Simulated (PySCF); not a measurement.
# How methods differ on the ionisation energy of Hf³⁸⁺

Hf³⁸⁺ [Ar] 3d10 4s2 4p4 (3P) → Hf³⁹⁺ [Ar] 3d10 4s2 4p3 (4S), as a difference of total energies. Calculation: PySCF 2.14, in an even-tempered Gaussian basis (18 s from 3.5 bohr⁻², ratio 2.5; 12 p from 4.6 bohr⁻², ratio 2.5; 8 d from 8.1 bohr⁻², ratio 2.5; 4 f from 26 bohr⁻², ratio 2.7; 4 g from 39 bohr⁻², ratio 2.7); the non-relativistic Hamiltonian (point nucleus). Correlated levels: outer shells: [Ne] frozen; virtual orbitals above 40 to 60 times the deepest correlated orbital energy dropped. The calculations carry no spin-orbit coupling.

```
                method  ionisation energy (eV)
                   UHF                  1747.6
                   LDA                  1751.4
                   PBE                  1750.7
                  PBE0                  1750.4
                r2SCAN                  1750.1
                B2PLYP                  1750.0
                   M06                  1750.5
    MP2 (outer shells)                  1749.1
SCS-MP2 (outer shells)                  1749.0
```

Spin-orbit coupling is strong in these open shells (close to jj coupling). The scalar numbers leave it out and a first-order estimate fails, so it can dominate the gap to the real levels.

The gap to the reference is mostly relativistic.

For comparison: 1776 ± 4 eV (theoretical estimate listed by NIST; NIST Atomic Spectra Database, ionization energies).
